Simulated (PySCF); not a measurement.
C₆ coefficients of unlike pairs at UHF

Calculated with PySCF 2.14 from the dipole response of each species, C₆(A,B) = (3/π) ∫ α_A(iu) α_B(iu) du, in atomic units, from isotropic polarisabilities. For ions this is the dispersion term alone; charge-induced terms of lower order in 1/R come first.

```tsv
species	configuration	basis	relativity	α (bohr³)	C₆ (like pair)
Pd³⁺	[Kr] 4d7 (4F)	def2-TZVPPD with the def2 core potential (28 electrons) (6s4p3d2f1g)	core potential	3.542	15.57
Pb⁻	[Xe] 4f14 5d10 6s2 6p3 (4S)	aug-cc-pVQZ-PP with one added diffuse shell each of s, p, d, f, g type with ECP60MDF (8s8p6d4f3g)	core potential	228.9	4115
Ni	[Ar] 3d8 4s2 (3F)	aug-cc-pVTZ with one added diffuse shell each of s, p, d, f, g type (9s8p6d4f3g)	none	65.32	577.3
Fe²⁺	[Ar] 3d6 (5D)	aug-cc-pVTZ with one added diffuse shell each of s, p, d, f, g type (9s8p6d4f3g)	none	3.105	8.848
```

Problem. Estimate C₆ for Pb⁻ with Pd³⁺.

Solution. The integral gives 146.1. The combination rule 2 C_A C_B / (C_A α_B/α_A + C_B α_A/α_B) gives 119.8 and the geometric mean 253.1.

No spin-orbit coupling is included, so Pb⁻, close to jj coupling, stand for model states.

The other pairs:

```
      pair     C₆
  Fe²⁺, Ni  50.82
 Fe²⁺, Pb⁻  121.0
Fe²⁺, Pd³⁺  11.68
   Ni, Pb⁻   1512
  Ni, Pd³⁺  61.88
```
